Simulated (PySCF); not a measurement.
I⁺: ionisation energy

I⁺ [Kr] 4d10 5s2 5p4 (3P) → I²⁺ [Kr] 4d10 5s2 5p3 (4S), as a difference of total energies. All numbers are calculated (PySCF 2.14, a scalar-relativistic core potential, in cc-pVDZ-PP with ECP28MDF). Correlated levels: valence: 4s2 4p6 4d10 frozen. The calculations carry no spin-orbit coupling.

| method | ionisation energy (eV) |
| --- | --- |
| UHF | 17.634 |
| B3LYP | 18.883 |
| TPSS | 18.675 |
| MP2 (valence) | 17.993 |
| SCS-MP2 (valence) | 18.001 |
| CCSD (valence) | 18.019 |
| CCSD(T) (valence) | 18.025 |

Question: How much does correlation contribute at CCSD(T) (valence)?

Answer: 18.025 − (17.634) = 0.391 eV, measured against UHF.

Errors of the correlated levels include the incompleteness of this basis and the frozen core.

For comparison: 18.750 eV (measured; NIST levels, between the centres of gravity of the two terms).
